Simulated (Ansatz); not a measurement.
`[SiH3][O][GaH2]` + `C[SiH](F)Br` → `[SiH3][O][GaH][Br]` + `C[SiH2]F` at 600 K and 1 bar (redistribution).

Isolated molecules relaxed with PBE0-D4/def2-TZVP in Ansatz; ΔE leaves out vibrations. CCSD(T)/CBS is the MP2 limit (def2-TZVPP, def2-QZVPP) plus CCSD(T) − MP2 in def2-TZVPP, frozen cores. For Br, Ga outer-core shells are correlated without core-valence functions, which leaves a few kJ/mol of doubt a bond. Scalar relativity is left out up to krypton. One conformer a species, not always the lowest.

| species | CCSD(T)/CBS energy (Eh) | H − E (kJ/mol) | S (J/(mol·K)) |
| --- | --- | --- | --- |
| `[SiH3][O][GaH2]` | -2291.24790 | 163.6 | 406.9 |
| `C[SiH](F)Br` | -3002.78099 | 180.9 | 403.4 |
| `[SiH3][O][GaH][Br]` | -4864.03713 | 155.7 | 463.4 |
| `C[SiH2]F` | -430.00374 | 191.4 | 351.0 |

H − E and S are ideal-gas, rigid-rotor, harmonic terms from PBE0-D4/def2-TZVP, for one conformer and one mirror image of each species. 1 Eh = 2625.50 kJ/mol, R = 8.31446 J/(mol·K).

Question: By hand: ΔE, ΔH, ΔS and ΔG.

Answer: ΔE = (-4864.03713) + (-430.00374) − (-2291.24790) − (-3002.78099) = -0.01198 Eh = -31.5 kJ/mol. Δ(H − E) = 155.7 + 191.4 − 163.6 − 180.9 = 2.6, so ΔH = -28.9 kJ/mol. ΔS = 463.4 + 351.0 − 406.9 − 403.4 = 4.1 J/(mol·K). ΔG = -28.9 − 600 × (4.1)/1000 = -31.4 kJ/mol.

Question: By hand: the equilibrium constant, and the temperature at which ΔG would vanish if ΔH and ΔS stayed fixed.

Answer: log₁₀ K = −ΔG/(RT ln 10) = 2.7. ΔH and −TΔS have one sign here, so there is no such temperature.

The number of gas molecules stays the same, so ΔS is small and ΔH decides. A doubt of 5 kJ/mol in ΔE shifts log₁₀ K by 0.4 here. Other conformers and mirror images would add mixing entropy, several J/(mol·K) or more a flexible species. Modes under 60 cm⁻¹, often nearly free rotors, make the harmonic entropy too high. These are equilibria of isolated gas molecules and say nothing of rates. Largest T1 diagnostic: 0.014 (customary marks: 0.02 for closed shells, 0.045 for open ones).

ΔS is within the doubt of such terms, so its sign, and with it that verdict, could turn.
